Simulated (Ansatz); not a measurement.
MnBr2, relaxed as a sextet with UKS B3LYP-D4/def2-TZVP in Ansatz, starting from the GFN2-xTB geometry. Force threshold 0.02 eV/Å.

The relaxation made no stability test and no search for a lower SCF solution.

Start:

| atom | x (Å) | y (Å) | z (Å) |
| --- | --- | --- | --- |
| Mn1 | -0.167 | 0.207 | 0.453 |
| Br2 | -1.147 | -1.688 | 0.046 |
| Br3 | 1.314 | 1.480 | -0.499 |

```json
{"step": "1", "energy (eV)": "-171418.8836", "largest force component (eV/Å)": "2.672", "SCF passes": "39"}
{"step": "2", "energy (eV)": "-171419.3613", "largest force component (eV/Å)": "0.261", "SCF passes": "26"}
{"step": "3", "energy (eV)": "-171419.4575", "largest force component (eV/Å)": "0.195", "SCF passes": "27"}
{"step": "4", "energy (eV)": "-171419.4908", "largest force component (eV/Å)": "0.238", "SCF passes": "27"}
{"step": "5", "energy (eV)": "-171419.4974", "largest force component (eV/Å)": "0.114", "SCF passes": "23"}
{"step": "6", "energy (eV)": "-171419.4985", "largest force component (eV/Å)": "0.003", "SCF passes": "25"}
```

Force components are those of the run's own axes.

End:

| atom | x (Å) | y (Å) | z (Å) |
| --- | --- | --- | --- |
| Mn1 | -0.001 | 0.001 | 0.002 |
| Br2 | -1.421 | -1.830 | 0.314 |
| Br3 | 1.421 | 1.829 | -0.316 |

By distances, no bond broke or formed. The bond that changes most is Mn1–Br2, from 2.17 to 2.34 Å (atoms count from 1).

No frequencies were taken in this run, so the end may be a saddle point.

Run time 17 s (4 threads of Arm Neoverse V2 on a shared host).
